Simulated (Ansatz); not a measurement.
Ansatz (an electronic-structure program) input (B3LYP/cc-pVDZ):

Ansatz 0.2 input:
```yaml
crystal:
  periodic: [false, false, false]
  atoms:
    - {symbol: C, position_ang: [-1.81851400, 1.34624500, 0.30358400]}
    - {symbol: Si, position_ang: [-1.16926200, -0.31636100, -0.30131200]}
    - {symbol: C, position_ang: [-2.24264500, -1.74244900, 0.31504500]}
    - {symbol: Si, position_ang: [1.08401400, -0.59755400, 0.24659300]}
    - {symbol: Cl, position_ang: [2.10431200, 1.10039000, -0.40248500]}
    - {symbol: H, position_ang: [-2.81904400, 1.54014000, -0.08784600]}
    - {symbol: H, position_ang: [-1.16271200, 2.15761100, -0.01341800]}
    - {symbol: H, position_ang: [-1.87608700, 1.36133400, 1.39628800]}
    - {symbol: H, position_ang: [-3.26644600, -1.63896500, -0.05017200]}
    - {symbol: H, position_ang: [-2.27755000, -1.75407200, 1.40868400]}
    - {symbol: H, position_ang: [-1.85970600, -2.70638400, -0.02267500]}
    - {symbol: H, position_ang: [1.68010500, -1.77027200, -0.43400100]}
    - {symbol: H, position_ang: [1.36853900, -0.72399800, 1.69967200]}
basis:
  gaussian:
    orbitals: cc-pVDZ
hamiltonian:
  xc: {name: B3LYP}
magnetization: {spin_polarized: true, initial_magnetization: 1}
output: {forces: true}
```

Output:

```
Functional definition: B3LYP
integrals: 0.09 GiB planned
1169 factors; integrals over basis functions are off by at most 1.2e-3 eV
mean field: 1.03 GiB planned
mean field evaluation 1: about -30474.9599 eV, gradient 4.4e1 eV
mean field evaluation 2: about -30468.9637 eV, gradient 5.2e1 eV
mean field evaluation 4: about -30484.2666 eV, gradient 1.6e0 eV
mean field evaluation 8: about -30484.4709 eV, gradient 1.7e-1 eV
mean field evaluation 16: about -30484.4711 eV, gradient 2.4e-4 eV
mean field -30484.47108486 eV, -1120.2836492521 hartree, gradient 8.1e-5 eV, S^2 0.752246; 0 other end points of the search recorded, 0 dependent functions left out
the calculation of the forces begins
reference -30484.47137470 eV, -1120.2836599033 hartree; 33, 32 occupied and 89, 90 virtual orbitals, 1169 factors
Total energy: -30484.47137470 eV, -1120.2836599033 hartree
Atom 0 at    -1.818514     1.346245     0.303584 Å, force     0.011215    -0.045810    -0.031353 eV/Å
Atom 1 at    -1.169262    -0.316361    -0.301312 Å, force     0.066705    -0.023504    -0.208978 eV/Å
Atom 2 at    -2.242645    -1.742449     0.315045 Å, force     0.044139     0.040516    -0.034340 eV/Å
Atom 3 at     1.084014    -0.597554     0.246593 Å, force    -0.254587    -0.266643     0.077610 eV/Å
Atom 4 at     2.104312     1.100390    -0.402485 Å, force     0.332243     0.489328    -0.186898 eV/Å
Atom 5 at    -2.819044     1.540140    -0.087846 Å, force    -0.340698     0.067564    -0.135258 eV/Å
Atom 6 at    -1.162712     2.157611    -0.013418 Å, force     0.221054     0.277314    -0.110089 eV/Å
Atom 7 at    -1.876087     1.361334     1.396288 Å, force    -0.022827     0.003928     0.365437 eV/Å
Atom 8 at    -3.266446    -1.638965    -0.050172 Å, force    -0.348912     0.033998    -0.126782 eV/Å
Atom 9 at    -2.277550    -1.754072     1.408684 Å, force    -0.015390    -0.003306     0.367305 eV/Å
Atom 10 at    -1.859706    -2.706384    -0.022675 Å, force     0.122973    -0.333250    -0.116826 eV/Å
Atom 11 at     1.680105    -1.770272    -0.434001 Å, force     0.122772    -0.217072    -0.127816 eV/Å
Atom 12 at     1.368539    -0.723998     1.699672 Å, force     0.061313    -0.023063     0.267988 eV/Å
Dipole moment:    -0.470928    -0.215541     0.164765 e Å
```

The geometry given is a B3LYP-D3(BJ)/def2-TZVP minimum.
